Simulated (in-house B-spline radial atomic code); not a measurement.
Solving the quasi-particle equation for 5p of the osmium ion Os⁸⁺

Configuration [Xe] 4f14, start r2SCAN, empty levels kept to 1620 hartree. Computed with a B-spline radial code for spherical atoms: all electrons, scalar-relativistic (spin-free one-electron X2C), finite nucleus, each spin shell either full or empty, empty states to l = 9 with an (l + 1/2)⁻⁴ tail; G0W0 by contour deformation at full frequency.

Without the two-electron picture change, the correlation of inner shells comes somewhat too large for so heavy an element.

Spin-orbit coupling splits this shell strongly; the level is its average.

At the mean-field level ε = -163.696 eV the matrix elements are Σx = -45.207 eV, v_xc = -36.725 eV and Σc(ε) = -1.194 eV, and the slope of the correlation self-energy is dΣc/dω = -0.0287. The quasi-particle energy solves E = ε + Σx − v_xc + Σc(E).

(1) What does the linearised equation give?

(2) How does that compare with the full solution and with static screening?

Answers

(1) Z = 1/(1 − dΣc/dω) = 1/1.0287 = 0.9721. The first-order shift is Σx − v_xc + Σc(ε) = -45.207 − (-36.725) + (-1.194) = -9.676 eV, so E ≈ ε + Z × shift = -163.696 + 0.9721 × (-9.676) = -173.102 eV.

(2) Solving the equation at full frequency dependence gives E = -173.095 eV, where Σc = -0.918 eV and the weight is 0.971; the linearised value is off by 7 meV. Leaving Z out would give -173.372 eV. Static COHSEX puts -4.053 eV in place of Σc and gives -176.231 eV, 3.14 eV deeper.
